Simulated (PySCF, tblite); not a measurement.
Isomers of C7H15OP. Computed values, GFN2-xTB/tblite, gas phase, harmonic and unscaled. Errors from tens to a few hundred cm⁻¹ against measured bands are possible. Modes of hydrogen on phosphorus can be 10 to 20 % off. One conformer each.

Electronic energies: PBE0/pcSseg-1 single points on the GFN2-xTB geometries (PySCF, gas phase).

```tsv
SMILES	electronic energy, lowest = 0 (kJ/mol)
CC[P@@]1(=O)CCC[C@H]1C	7.2
CC[C@@H]1C[P@@]1(=O)C(C)C	136.0
CP(C)(=O)C1CCCC1	0.0
C[C@@H]1C[C@H](C)[C@@H](C)[P@H]1=O	34.8
CP1(=O)CCCCCC1	5.1
C=CCP(C)CCCO	199.6
C=C(C)P(C)CCCO	190.0
```

Q: How do GFN2-xTB zero-point energies change the relative energies?

A: 
| SMILES | ZPE (kJ/mol) | of it from modes above 1550 cm⁻¹ | electronic (kJ/mol) | with ZPE, lowest = 0 (kJ/mol) | lowest mode (cm⁻¹) | rings |
| --- | --- | --- | --- | --- | --- | --- |
| CP(C)(=O)C1CCCC1 | 544.0 | 268.9 | 0.0 | 0.0 | 34 | 1 |
| CP1(=O)CCCCCC1 | 548.8 | 267.1 | 5.1 | 9.9 | 101 | 1 |
| CC[P@@]1(=O)CCC[C@H]1C | 547.0 | 268.2 | 7.2 | 10.2 | 52 | 1 |
| C[C@@H]1C[C@H](C)[C@@H](C)[P@H]1=O | 543.9 | 264.2 | 34.8 | 34.7 | 27 | 1 |
| CC[C@@H]1C[P@@]1(=O)C(C)C | 541.2 | 270.6 | 136.0 | 133.2 | 43 | 1 |
| C=C(C)P(C)CCCO | 535.0 | 282.0 | 190.0 | 180.9 | 29 | 0 |
| C=CCP(C)CCCO | 533.7 | 281.5 | 199.6 | 189.2 | 33 | 0 |

The zero-point energies span 15.1 kJ/mol, from `C=CCP(C)CCCO` to `CP1(=O)CCCCCC1`. The order is unchanged.

Q: And how do the electronic energies of GFN2-xTB itself compare?

A: `CP(C)(=O)C1CCCC1` 4.6; `CP1(=O)CCCCCC1` 18.2; `CC[P@@]1(=O)CCC[C@H]1C` 7.7; `C[C@@H]1C[C@H](C)[C@@H](C)[P@H]1=O` 0.0; `CC[C@@H]1C[P@@]1(=O)C(C)C` 161.1; `C=C(C)P(C)CCCO` 312.7; `C=CCP(C)CCCO` 319.1 kJ/mol, lowest = 0. Against the energies above, taken from the same isomer `CP(C)(=O)C1CCCC1`, the largest difference is 118.1 kJ/mol.

Q: What do entropy and thermal enthalpy add at 298.15 K and 1 bar (rigid rotor, harmonic oscillator, one conformer each)?

A: 
```json
{"SMILES": "CP(C)(=O)C1CCCC1", "point group": "C1", "symmetry number": "1", "S (J/(mol K))": "434.6", "H − H(0) (kJ/mol)": "31.88", "ZPE + H − H(0) − TS (kJ/mol)": "446.3"}
{"SMILES": "CP1(=O)CCCCCC1", "point group": "C1", "symmetry number": "1", "S (J/(mol K))": "407.3", "H − H(0) (kJ/mol)": "29.69", "ZPE + H − H(0) − TS (kJ/mol)": "457.1"}
{"SMILES": "CC[P@@]1(=O)CCC[C@H]1C", "point group": "C1", "symmetry number": "1", "S (J/(mol K))": "424.1", "H − H(0) (kJ/mol)": "31.30", "ZPE + H − H(0) − TS (kJ/mol)": "451.9"}
{"SMILES": "C[C@@H]1C[C@H](C)[C@@H](C)[P@H]1=O", "point group": "C1", "symmetry number": "1", "S (J/(mol K))": "426.5", "H − H(0) (kJ/mol)": "31.29", "ZPE + H − H(0) − TS (kJ/mol)": "448.0"}
{"SMILES": "CC[C@@H]1C[P@@]1(=O)C(C)C", "point group": "C1", "symmetry number": "1", "S (J/(mol K))": "449.5", "H − H(0) (kJ/mol)": "34.13", "ZPE + H − H(0) − TS (kJ/mol)": "441.3"}
{"SMILES": "C=C(C)P(C)CCCO", "point group": "C1", "symmetry number": "1", "S (J/(mol K))": "467.2", "H − H(0) (kJ/mol)": "35.51", "ZPE + H − H(0) − TS (kJ/mol)": "431.2"}
{"SMILES": "C=CCP(C)CCCO", "point group": "C1", "symmetry number": "1", "S (J/(mol K))": "474.5", "H − H(0) (kJ/mol)": "35.60", "ZPE + H − H(0) − TS (kJ/mol)": "427.8"}
```
